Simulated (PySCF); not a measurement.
## C3H13Si3: g tensor and hyperfine couplings

Species: C3H13Si3 (doublet state).
Z-matrix (Å and degrees, GFN2-xTB geometry), rows numbered from 1:
```
C 
C   1  1.5224
Si  2  1.8982  1  112.41
C   3  1.9051  2  110.37  1   177.96
Si  4  1.9006  3  110.19  2   -64.25
Si  4  1.9039  3  113.98  2    63.49
H   1  1.0895  2  111.31  3   179.66
H   1  1.0877  2  110.57  3    59.35
H   1  1.0876  2  110.53  3   -60.12
H   2  1.0913  1  109.05  3  -121.94
H   2  1.0909  1  108.89  3   122.22
H   3  1.4736  2  108.64  1   -59.98
H   3  1.4723  2  109.51  1    58.02
H   4  1.0937  3  105.88  2  -179.36
H   5  1.4620  4  113.88  3    73.33
H   5  1.4633  4  113.35  3  -159.36
H   6  1.4652  4  110.60  3    52.82
H   6  1.4650  4  109.86  3   -67.91
H   6  1.4661  4  109.38  3   172.72
```

The hyperfine couplings belong to this conformer and change with its torsions.

The species is `CC[SiH2][C@@H]([SiH2])[SiH3]` [radical].

The calculation used UKS B3LYP, pcH-1 on C H Si, non-relativistic, mean-field spin-orbit, GIAO (PySCF). Geometry: GFN2-xTB, one conformer, isolated molecule. A GFN2-xTB geometry isn't a minimum of the functional, and hyperfine couplings can be far from their values at a DFT geometry, by a factor of two or more for some ions and for spin on atoms past the first row. Stability of the SCF solution: not tested.

* g1, g2, g3: 2.00205, 2.00371, 2.00419
* g_iso: 2.00332
* Form of g: rhombic: the two nearest values differ by 22 % of g3 − g1
* ⟨S²⟩: 0.7516 (exact 0.7500)
* α and β electrons: 37, 36
* HOMO–LUMO gap, α and β orbitals: 5.67, 5.56 eV
* Basis functions: 310

Isotropic coupling and dipolar principal values T1 to T3, in mT; ρ(0) is the spin density at the nucleus (MHz turned into mT with g_iso):

| atom | isotope | a_iso | of which spin–orbit | T1 | T2 | T3 | Mulliken spin population | ρ(0) (bohr⁻³) |
| --- | --- | --- | --- | --- | --- | --- | --- | --- |
| C1 | 13C | 0.00 | 0.00 | 0.00 | 0.00 | 0.01 | 0.00 | -0.0001 |
| C2 | 13C | 0.00 | 0.00 | -0.01 | -0.01 | 0.02 | 0.00 | -0.0001 |
| Si3 | 29Si | -0.78 | 0.00 | -0.08 | 0.03 | 0.04 | 0.00 | 0.0247 |
| C4 | 13C | 0.58 | 0.00 | -0.17 | -0.16 | 0.32 | 0.00 | 0.0144 |
| Si5 | 29Si | -15.95 | 0.04 | -6.07 | 3.03 | 3.04 | 0.97 | 0.5044 |
| Si6 | 29Si | -2.01 | 0.00 | -0.27 | 0.11 | 0.16 | 0.02 | 0.0635 |
| H7 | 1H | 0.00 | 0.00 | -0.01 | -0.01 | 0.03 | 0.00 | 0.0000 |
| H8 | 1H | 0.00 | 0.00 | -0.02 | -0.01 | 0.03 | 0.00 | 0.0000 |
| H9 | 1H | 0.00 | 0.00 | -0.02 | -0.02 | 0.04 | 0.00 | 0.0000 |
| H10 | 1H | 0.00 | 0.00 | -0.03 | -0.03 | 0.06 | 0.00 | 0.0000 |
| H11 | 1H | 0.00 | 0.00 | -0.07 | -0.06 | 0.13 | 0.00 | 0.0000 |
| H12 | 1H | 0.10 | 0.00 | -0.03 | -0.03 | 0.06 | 0.00 | 0.0006 |
| H13 | 1H | 0.00 | 0.00 | -0.09 | -0.06 | 0.15 | 0.00 | 0.0000 |
| H14 | 1H | -0.01 | 0.00 | -0.14 | -0.07 | 0.21 | 0.00 | 0.0000 |
| H15 | 1H | 1.12 | 0.00 | -0.35 | 0.05 | 0.31 | 0.00 | 0.0070 |
| H16 | 1H | 1.25 | 0.00 | -0.35 | 0.05 | 0.30 | 0.00 | 0.0078 |
| H17 | 1H | 1.06 | 0.00 | -0.04 | -0.02 | 0.06 | 0.02 | 0.0067 |
| H18 | 1H | -0.02 | 0.00 | -0.06 | -0.03 | 0.09 | 0.00 | -0.0001 |
| H19 | 1H | -0.04 | 0.00 | -0.06 | -0.02 | 0.09 | 0.00 | -0.0003 |

The largest Mulliken spin population is on Si5 (+0.97). The angles at Si5 add up to 337.6°, so it is pyramidal.

Under fast tumbling the dipolar parts average out, and these isotropic splittings remain: 2 × 1H (H15/H16, I = 1/2, 3 lines) with 1.18 mT, 3 × 1H (H17/H18/H19, I = 1/2, 4 lines) with 0.33 mT and 1 × 1H (H12, I = 1/2, 2 lines) with 0.10 mT.

Class means assume fast exchange of nuclei equivalent by connectivity; if that motion is slow, each nucleus keeps its own coupling. The three 1H nuclei of mean +9.3 MHz run from -1.2 to 29.7 MHz in the frozen geometry.

The 13C coupling of C4 (16.2 MHz) shows only in satellite lines or after enrichment, since that isotope makes up about 1.07 % of natural carbon.

The 29Si coupling of Si5 (-447.2 MHz) shows only in satellite lines or after enrichment, since that isotope makes up about 4.7 % of natural silicon.
